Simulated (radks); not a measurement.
Initial-state core-level shifts of the cerium ion Ce+ when its valence configuration changes from [Xe] 4f1 5d2. Method: scalar-relativistic Kohn-Sham, SCAN, spin-unpolarised, spherical densities, finite nucleus; meta-GGA in the generalised Kohn-Sham scheme; Fermi nuclear charge, rms radius 4.8771 fm; computed with a radial shooting solver on a logarithmic mesh with Libxc functionals. Shifts are changes of the shell-averaged eigenvalues in eV (positive: less bound); the change of the density at the nucleus, which sets a Mossbauer isomer shift, is in e/bohr^3, on a base of 3.975e+05.

valence	1s	2p	3d	5p	density at nucleus
4f1 5d1.5 6s0.5	-1.064	-1.110	-1.099	-0.976	+11.68
4f1 5d1 6s1	-2.159	-2.254	-2.231	-1.965	+23.88
4f1 5d1.5 6p0.5	-1.612	-1.652	-1.644	-1.523	+1.49
5d2 6p1	-10.686	-11.385	-12.647	-5.795	+27.09
4f1 5d1 6p1	-3.251	-3.338	-3.318	-3.036	+3.30
4f1 5d0.5 6p1.5	-4.926	-5.066	-5.034	-4.541	+5.50
5d2 6s1	-9.608	-10.319	-11.572	-4.733	+50.52
5d3	-7.173	-7.772	-9.040	-2.603	+23.13
5d1.5 6p1.5	-12.480	-13.239	-14.495	-7.365	+29.60
